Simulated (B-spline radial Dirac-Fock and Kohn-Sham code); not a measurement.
Dipole and non-dipole photoemission parameters of La⁺ 3d5/2

System: lanthanum as La⁺, configuration 1s2 2s2 2p6 3s2 3p6 3d10 4s2 4p6 4d10 5s2 5p6 5d2; threshold 850.1 eV (orbital energy of the model). These are calculated numbers from an atomic code on a B-spline grid; the model is Dirac-Hartree-Slater photoionisation with a Latter tail; cross sections with all multipoles, angular parameters from the dipole term and its interference with E2.

The run's input, task.json:

```json
{"items": [{
  "Z": 57,
  "q": 1,
  "cfg": [[1, 0, 2], [2, 0, 2], [2, 1, 6], [3, 0, 2], [3, 1, 6], [3, 2, 10], [4, 0, 2], [4, 1, 6], [4, 2, 10], [5, 0, 2], [5, 1, 6], [5, 2, 2]],
  "A": 139,
  "rrms": 4.855,
  "do": "xps",
  "hv": [55.0, 60, 85.0, 92.9, 148.0, 200, 217.0, 225.0, 256.0, 261.0, 270.0, 295.0, 300, 345.0, 381.0, 400, 577.0, 1000, 1090.0, 1850.0, 1980.0, 2860.0, 4000, 5050.0, 6360.0, 8047.8, 8550.0, 9251.7, 9980.0, 10500.0]
}]}
```

Launch: `python xray2_run.py task.json out`

For linearly polarised light dσ/dΩ = σ/(4π) [1 + β P₂(cos θ) + (δ + γ cos²θ) sin θ cos φ], with θ from the polarisation vector and φ the angle between the beam and the projection of the electron momentum on the plane normal to the polarisation.

| hν (eV) | σ (kb) | β | γ | δ |
| --- | --- | --- | --- | --- |
| 1000 | 1020 | 0.558 | -0.095 | -0.006 |
| 1090 | 834 | 0.732 | -0.117 | 0.001 |
| 1850 | 210 | 1.189 | 0.109 | 0.048 |
| 1980 | ? | ? | ? | ? |
| 2860 | 57.4 | 1.216 | 0.472 | 0.080 |
| 4000 | 19.7 | 1.148 | 0.776 | 0.114 |
| 5050 | 9.03 | 1.077 | 0.988 | 0.145 |
| 6360 | 4.07 | 0.994 | 1.190 | 0.184 |
| 8047.8 | 1.76 | 0.903 | 1.386 | 0.233 |
| 8550 | 1.41 | 0.879 | 1.435 | 0.248 |
| 9251.7 | 1.06 | 0.848 | 1.498 | 0.268 |
| 9980 | 0.798 | 0.818 | 1.556 | 0.289 |
| 10500 | 0.660 | 0.798 | 1.595 | 0.304 |

Q: Give the values at 1980 eV.

A: σ = 173 kb, β = 1.205, γ = 0.160, δ = 0.052.
